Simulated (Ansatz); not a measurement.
Cartesian coordinates in Å:
```
C -1.183 -0.286 1.508
Si -0.304 0.772 0.252
Se 1.873 0.120 -0.040
C 1.686 -0.532 -1.860
O 2.585 -1.020 -2.464
H -2.215 0.053 1.633
H -0.685 -0.228 2.478
H -1.196 -1.331 1.193
H -0.308 2.197 0.665
H -0.921 0.647 -1.099
H 0.667 -0.392 -2.266
```

Charge 0, multiplicity 1.

**Question.** List the PBE0/def2-TZVPP orbital energies in eV (Ansatz 0.2.0). (An estimate is asked.)

**Answer.** The calculation gave: Occupied: -12361.74, -1803.30, -1584.54, -1421.57, -1421.54, -1421.51, -523.23, -281.55, -278.28, -214.96, -158.52, -158.42, -158.32, -145.59, -100.29, -100.23, -100.21, -58.51, -58.50, -58.40, -58.32, -58.32, -30.19, -20.70, -20.03, -16.65, -14.86, -13.38, -12.50, -12.08, -11.90, -11.83, -10.01, -9.90, -8.90, -7.70, -7.36. Lowest empty: -1.07, -0.30, 0.29, 0.67, 1.33, 1.77, 2.00, 2.48.
